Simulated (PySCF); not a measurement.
C₃H₆BFN₂, SMILES CN1CN=CB1F. The structure is a stationary point at B3LYP-D3(BJ)/def2-SVP. The structure was generated by enumeration, and PubChem lists no compound with its InChIKey, so it may never have been made. One conformer was computed; it need not be the lowest.

These are B3LYP-D3(BJ)/def2-SVP (PySCF) values and carry that method's errors.

Harmonic wavenumbers (cm⁻¹): 157, 173, 229, 233, 396, 401, 580, 640, 658, 836, 897, 996, 1013, 1047, 1105, 1140, 1210, 1235, 1272, 1316, 1400, 1439, 1445, 1465, 1476, 1569, 1644, 2999, 3005, 3038, 3062, 3131, 3133. Rotational constants (GHz): 3.580, 3.031, 1.676; symmetry number 1.

Task: Work out the zero-point energy and the ideal-gas rigid-rotor harmonic-oscillator thermochemistry at 298.15 K and 1 atm.

Result: ZPE = ½ Σ hcν = ½ × 44340 cm⁻¹ = 265.21 kJ/mol. H − E(el) = 284.81 kJ/mol. Entropy in J/(mol K): translation 166.17, rotation 114.10, vibration 53.64, total 333.91. G − E(el) = 185.26 kJ/mol. Cp = 105.12 J/(mol K).
